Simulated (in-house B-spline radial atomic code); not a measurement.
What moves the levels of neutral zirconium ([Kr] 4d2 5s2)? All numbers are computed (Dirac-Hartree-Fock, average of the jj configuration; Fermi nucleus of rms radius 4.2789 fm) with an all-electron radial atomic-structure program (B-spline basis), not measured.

Baseline run (computed): total energy -3597.0914 hartree, 1s1/2 at -665.5273 hartree, 5s1/2 at -5.8435 eV with <r> = 3.985 bohr.

Changing the nucleus:

```
                                       nucleus   ΔE (eV)
 Fermi nucleus of rms radius 4.2706 fm, A = 89  -0.00422
 Fermi nucleus of rms radius 4.2694 fm, A = 90  -0.00483
 Fermi nucleus of rms radius 4.2845 fm, A = 91   0.00285
 Fermi nucleus of rms radius 4.3057 fm, A = 92    0.0137
  Fermi nucleus of rms radius 4.332 fm, A = 94    0.0272
 Fermi nucleus of rms radius 4.3512 fm, A = 96    0.0371
 Fermi nucleus of rms radius 4.3792 fm, A = 97    0.0516
 Fermi nucleus of rms radius 4.4012 fm, A = 98    0.0631
 Fermi nucleus of rms radius 4.4156 fm, A = 99    0.0706
Fermi nucleus of rms radius 4.4891 fm, A = 100     0.109
Fermi nucleus of rms radius 4.5119 fm, A = 101     0.122
Fermi nucleus of rms radius 4.5292 fm, A = 102     0.131
```

A larger nucleus binds the electrons less, roughly as the density at the nucleus times the change of the nuclear <r²>. The reference is A = 87.
